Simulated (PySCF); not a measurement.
Job file and geometry (Å, from GFN2-xTB) of an NMR shielding run on `C=CC[P@@H+](C#C)C1CCC1`, [C9H14P]+, PySCF 2.14.0, density-fitted response routines, GIAO PBE0/pcSseg-1 NMR shielding, non-relativistic, gas phase; density fitting, a coarse starting grid and PySCF grid level 2 are the driver's defaults:

```
$ OMP_NUM_THREADS=1 python probes_run.py task.json out

{"job": {"kind": "nmr", "xc": "PBE0", "basis": "pcSseg-1"}, "charge": 1, "multiplicity": 1}
C     -0.820651     3.316943     0.702400
C     -0.552687     2.310825     0.098747
P     -0.174625     0.838596    -0.749310
C     -1.709428     0.064613    -1.350058
C     -2.559795    -0.297240    -0.161699
C     -2.791521    -1.539777     0.218774
C      0.788920    -0.275683     0.307161
C      1.468593    -1.391548    -0.514073
C      2.805367    -0.645402    -0.389039
C      2.179182     0.296851     0.650665
H     -1.053951     4.204499     1.221864
H      0.614834     1.216476    -1.817686
H     -2.223834     0.780951    -1.999285
H     -1.445847    -0.822953    -1.933159
H     -2.991152     0.537923     0.373704
H     -2.385940    -2.387877    -0.308707
H     -3.420404    -1.759866     1.063329
H      0.158042    -0.589333     1.144782
H      1.102933    -1.542211    -1.530713
H      1.460394    -2.347536     0.003121
H      3.101848    -0.139126    -1.305356
H      3.640930    -1.241734    -0.035099
H      2.478379     0.067465     1.670146
H      2.318680     1.364908     0.480514
```

Q: What does the program print?

A: 
```
coarse grid: 20080 points
cycle   1  E = -691.6109990624  dE =  1.644e+00  |g| = 5.453e-01  |ddm| = 4.485e+00
cycle   2  E = -691.5707024500  dE =  4.030e-02  |g| = 6.708e-01  |ddm| = 1.487e+00
cycle   3  E = -691.6823244360  dE = -1.116e-01  |g| = 1.794e-01  |ddm| = 8.769e-01
cycle   4  E = -691.6894891767  dE = -7.165e-03  |g| = 6.561e-02  |ddm| = 1.588e-01
cycle   5  E = -691.6904800745  dE = -9.909e-04  |g| = 1.621e-02  |ddm| = 4.894e-02
cycle   6  E = -691.6905346912  dE = -5.462e-05  |g| = 6.618e-03  |ddm| = 1.817e-02
cycle   7  E = -691.6905458987  dE = -1.121e-05  |g| = 1.066e-03  |ddm| = 5.811e-03
cycle   8  E = -691.6905461615  dE = -2.627e-07  |g| = 2.403e-04  |ddm| = 1.073e-03
final grid: 188008 points
cycle   9  E = -691.7545548875  dE = -5.549e-05  |g| = 9.805e-03  |ddm| = 4.572e-02
cycle  10  E = -691.7545451008  dE =  9.787e-06  |g| = 1.176e-02  |ddm| = 1.849e-02
cycle  11  E = -691.7545796393  dE = -3.454e-05  |g| = 1.042e-03  |ddm| = 1.051e-02
cycle  12  E = -691.7545798611  dE = -2.218e-07  |g| = 4.910e-04  |ddm| = 1.284e-03
cycle  13  E = -691.7545799095  dE = -4.834e-08  |g| = 2.126e-04  |ddm| = 4.239e-04
cycle  14  E = -691.7545799209  dE = -1.140e-08  |g| = 3.976e-05  |ddm| = 1.885e-04
cycle  15  E = -691.7545799213  dE = -4.093e-10  |g| = 9.178e-06  |ddm| = 5.455e-05
converged SCF energy = -691.7545799213

GIAO shielding tensors (ppm)
atom      isotropic    diamagn.    paramagn.     s11        s22        s33       span
  0 C       67.218     258.553    -191.335    -20.620    -14.656    236.932    257.552
  1 C      123.678     270.554    -146.875     34.902     45.139    290.995    256.093
  2 P      350.281     969.055    -618.773    292.679    343.683    414.482    121.804
  3 C      156.532     255.251     -98.719    145.384    154.800    169.412     24.027
  4 C       60.611     259.917    -199.306    -56.963     75.995    162.802    219.765
  5 C       46.097     253.868    -207.770    -74.294     52.018    160.568    234.861
  6 C      158.120     253.485     -95.365    143.987    158.201    172.171     28.184
  7 C      164.909     250.511     -85.602    151.421    158.653    184.652     33.231
  8 C      168.211     255.153     -86.942    151.769    167.103    185.761     33.993
  9 C      164.433     250.352     -85.920    148.077    161.371    183.850     35.772
 10 H       28.358      32.979      -4.620     23.299     23.443     38.333     15.034
 11 H       25.540      29.522      -3.982     22.135     23.400     31.085      8.950
 12 H       28.138      28.408      -0.270     23.919     25.873     34.622     10.703
 13 H       28.614      31.810      -3.196     25.144     27.096     33.601      8.457
 14 H       25.658      31.340      -5.682     22.462     25.582     28.931      6.469
 15 H       25.572      30.981      -5.410     20.742     25.505     30.469      9.727
 16 H       25.315      28.168      -2.853     21.944     24.672     29.328      7.384
 17 H       28.265      34.264      -5.999     23.385     28.529     32.881      9.496
 18 H       29.898      31.714      -1.815     25.550     28.907     35.238      9.688
 19 H       28.646      30.898      -2.252     24.586     26.765     34.587     10.001
 20 H       29.234      30.281      -1.046     25.947     27.050     34.707      8.761
 21 H       29.090      28.477       0.612     25.238     25.365     36.667     11.429
 22 H       28.494      30.343      -1.849     24.718     26.166     34.598      9.879
 23 H       29.398      30.483      -1.085     24.929     28.507     34.757      9.828
```

Q: Turn these shieldings into chemical shifts. References, each an isolated molecule treated in the same way: TMS for $^{13}$C (186.93 ppm) and $^{1}$H (31.72 ppm); $^{31}$P (318.38 ppm) vs H3PO4.

A: Averaging equivalent atoms: C 5: 140.8; C 4: 126.3; C 0: 119.7; C 1: 63.2; C 3: 30.4; C 6: 28.8; C 9: 22.5; C 7: 22.0; C 8: 18.7; P 2: -31.9; H 16: 6.40; H 11: 6.18; H 15: 6.15; H 14: 6.06; H 12: 3.58; H 17: 3.45; H 10: 3.36; H 22: 3.22; H 13: 3.10; H 19: 3.07; H 21: 2.63; H 20: 2.48; H 23: 2.32; H 18: 1.82 ppm. Experimental scales use liquid or dissolved standards, which lie at an offset from isolated H3PO4.

Size and cost of the density-fitted run: 247 basis functions, 67 s wall time on 1 thread of an x86-64 server CPU, shared host.
